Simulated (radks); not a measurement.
The numbers below are computed, except where a source is named.
The fluorine anion F-, [Ne], held by a Watson sphere: a shell of charge +1 at radius R that stands for the Madelung well of a crystal (potential energy -1/R inside, -1/r outside, in hartree with lengths in bohr). Level of theory: scalar-relativistic Kohn-Sham, LDA (Slater exchange, Perdew-Wang correlation), spin-unpolarised, spherical densities, finite nucleus; Fermi nuclear charge, rms radius of each element as measured or else 0.836 A^(1/3) + 0.57 fm (a radial shooting solver on a logarithmic mesh with Libxc functionals). Response by self-consistent Sternheimer equations with the Hartree and adiabatic LDA kernel, the relativistic mass of each level held fixed and spin-orbit coupling left out. The sphere does not respond.

| R (bohr) | e(1s) (eV) | e(2s) (eV) | e(2p) (eV) | <r> 2p (bohr) | sum of <r^2> (bohr^2) | X-ray form factor at sin(theta)/lambda = 0.2 1/angstrom | alpha (bohr^3) |
|---|---|---|---|---|---|---|---|
| 2.7 | -653.07 | -25.345 | -7.454 | 1.263 | 16.24 | 6.884 | 10.95 |
| 3.17 | -652.27 | -24.363 | -6.492 | 1.282 | 16.85 | 6.857 | 13.16 |
| 3.52 | -651.74 | -23.753 | -5.887 | 1.292 | 17.22 | 6.846 | 14.78 |
| 3.54 | -651.71 | -23.721 | -5.855 | 1.293 | 17.24 | 6.845 | 14.87 |

Estimate the row for R = 3.15 bohr.

Answer. e(1s) (eV) -652.30; e(2s) (eV) -24.401; e(2p) (eV) -6.530; <r> 2p (bohr) 1.281; sum of <r^2> (bohr^2) 16.83; X-ray form factor at sin(theta)/lambda = 0.2 1/angstrom 6.858; alpha (bohr^3) 13.06.
